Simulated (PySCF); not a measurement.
**Correlation energy of Ar⁺ (argon, charge +1)**

[Ne] 3s1 3p5 3d1, one real determinant (an excited configuration). Calculation: PySCF 2.14, in aug-cc-pwCVTZ (8s7p5d3f, 75 functions); no relativity, point nucleus. Frozen: 1s2; 15 electrons correlated.

```json
{"level": "CCSD", "correlation energy (mhartree)": "-540.60"}
{"level": "(T)", "correlation energy (mhartree)": "-33.71"}
{"level": "CCSD(T)", "correlation energy (mhartree)": "-574.31"}
```

Diagnostics: T1 = 0.062, D1 = 0.3378, largest double amplitude 0.214.

The real determinant used has ⟨L²⟩ near 8 against 12 for a pure F term, so it mixes terms. The outer electron is Rydberg-like, and this basis confines it to a smaller radius and binds it less than a complete one would. T1 exceeds 0.03, a sign that the reference determinant is poor. A double-excitation amplitude exceeds 0.15, a sign of near-degeneracy.

Cost of the coupled-cluster step: of the order of 60 core-seconds, for 15 correlated electrons.

The reference is one real determinant that mixes LS terms of this configuration.
